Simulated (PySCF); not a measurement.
Spinor energies of Ag³⁺ (silver, charge +3)

Start: [Kr] 4d8; 4d3/2 filled at m_j = -1/2, +1/2, +3/2; 4d5/2 filled at m_j = -3/2, -1/2, +1/2, +3/2, +5/2. Calculated with PySCF 2.14 in x2c-TZVPall-2c with one added diffuse shell each of s, p, d type (9s10p8d1f, 86 functions): generalised Hartree-Fock with the X2C-1e Hamiltonian and a Gaussian nucleus; one run each with spin-orbit coupling (SO) switched off, then screened by Boettger's factors. This is a chosen level, not necessarily the ground level.

```json
{"spinor shell": "1s1/2", "electrons": "2", "ε, spin-free (eV)": "-25685.5", "ε, screened SO (eV)": "-25683.5", "weight of nominal j (screened SO)": "1.000", "rms radius, screened SO (bohr)": "0.0357"}
{"spinor shell": "2s1/2", "electrons": "2", "ε, spin-free (eV)": "-3902.1", "ε, screened SO (eV)": "-3901.5", "weight of nominal j (screened SO)": "1.000", "rms radius, screened SO (bohr)": "0.146"}
{"spinor shell": "2p1/2", "electrons": "2", "ε, spin-free (eV)": "-3497.2", "ε, screened SO (eV)": "-3618.7", "weight of nominal j (screened SO)": "1.000", "rms radius, screened SO (bohr)": "0.127"}
{"spinor shell": "2p3/2", "electrons": "4", "ε, spin-free (eV)": "-3497.2", "ε, screened SO (eV)": "-3441.1", "weight of nominal j (screened SO)": "1.000", "rms radius, screened SO (bohr)": "0.131"}
{"spinor shell": "3s1/2", "electrons": "2", "ε, spin-free (eV)": "-784.81", "ε, screened SO (eV)": "-784.60", "weight of nominal j (screened SO)": "1.000", "rms radius, screened SO (bohr)": "0.392"}
{"spinor shell": "3p1/2", "electrons": "2", "ε, spin-free (eV)": "-648.52", "ε, screened SO (eV)": "-670.70", "weight of nominal j (screened SO)": "1.000", "rms radius, screened SO (bohr)": "0.387"}
{"spinor shell": "3p3/2", "electrons": "4", "ε, spin-free (eV)": "-648.52", "ε, screened SO (eV)": "-638.15", "weight of nominal j (screened SO)": "1.000", "rms radius, screened SO (bohr)": "0.398"}
{"spinor shell": "3d3/2", "electrons": "4", "ε, spin-free (eV)": "-434.00", "ε, screened SO (eV)": "-438.01", "weight of nominal j (screened SO)": "0.997", "rms radius, screened SO (bohr)": "0.374"}
{"spinor shell": "4s1/2", "electrons": "2", "ε, spin-free (eV)": "-155.00", "ε, screened SO (eV)": "-154.93", "weight of nominal j (screened SO)": "1.000", "rms radius, screened SO (bohr)": "0.970"}
{"spinor shell": "4p1/2", "electrons": "2", "ε, spin-free (eV)": "-112.67", "ε, screened SO (eV)": "-117.90", "weight of nominal j (screened SO)": "0.953", "rms radius, screened SO (bohr)": "1.04"}
{"spinor shell": "4p3/2", "electrons": "4", "ε, spin-free (eV)": "-112.67", "ε, screened SO (eV)": "-110.13", "weight of nominal j (screened SO)": "0.977", "rms radius, screened SO (bohr)": "1.07"}
{"spinor shell": "4d5/2", "electrons": "5", "ε, spin-free (eV)": "-51.896", "ε, screened SO (eV)": "-51.781", "weight of nominal j (screened SO)": "0.615", "rms radius, screened SO (bohr)": "1.35"}
{"spinor shell": "4d3/2", "electrons": "3", "ε, spin-free (eV)": "-51.896", "ε, screened SO (eV)": "-52.123", "weight of nominal j (screened SO)": "0.647", "rms radius, screened SO (bohr)": "1.34"}
```

Q: Where does 3d5/2 lie, and what is the 3d spin-orbit splitting (screened SO)?

A: At -431.09 eV, 6.916 eV above 3d3/2.

| quantity | spin-free | screened SO |
| --- | --- | --- |
| E (hartree) | -5310.15670 | -5311.15407 |
| M_J | 4 | 4 |
| ⟨J²⟩ | 20.006 | 20.006 |
| ⟨L²⟩ | 12.005 | 12.078 |
| ⟨S²⟩ | 2.001 | 1.999 |

Each row is a mean over spinors that exchange with the open shell spreads, by up to 8.719 eV (4p3/2).

Rows whose weight is well below 1 are mixtures of j = l ± 1/2: exchange outweighs spin-orbit coupling there, and the label is only the starting occupation.

Breit and QED terms are absent; they matter most for the inner s and p1/2 levels.

Densities and radii are taken from the X2C orbitals without a picture-change correction, which distorts them close to the nucleus.

Without spin-orbit coupling the j labels of p, d and f shells carry no meaning; the spin-free column gives the mean over the occupied spinors of each nl shell.
